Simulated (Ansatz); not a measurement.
cadmium atom (Cd), singlet (core potentials on Cd); PBE0/def2-SVP in Ansatz (a program for electronic structure).

Here is a job for Ansatz.
Ansatz 0.2 input:
```yaml
crystal:
  periodic: [false, false, false]
  atoms:
    - {symbol: Cd, position_ang: [0.00000000, 0.00000000, 0.00000000]}
basis:
  gaussian:
    orbitals: def2-SVP
hamiltonian:
  xc: pbe0
```

The log (banner, timings and long lists left out):

```
Functional definition: PBE0
220 factors; integrals over basis functions are off by at most 2.6e-4 eV
mean field evaluation 1: about -4564.2597 eV, gradient 3.2e0 eV
mean field evaluation 2: about -4564.2626 eV, gradient 2.8e0 eV
mean field evaluation 4: about -4564.2771 eV, gradient 1.2e-1 eV
mean field evaluation 8: about -4564.2763 eV, gradient 1.4e-4 eV
mean field -4564.27632675 eV, -167.7340612303 hartree, gradient 3.3e-6 eV, S^2 0.000000; 0 other end points of the search recorded, 0 dependent functions left out
reference -4564.27634501 eV, -167.7340619016 hartree; 10, 10 occupied and 21, 21 virtual orbitals, 220 factors
Total energy: -4564.27634501 eV, -167.7340619016 hartree
```
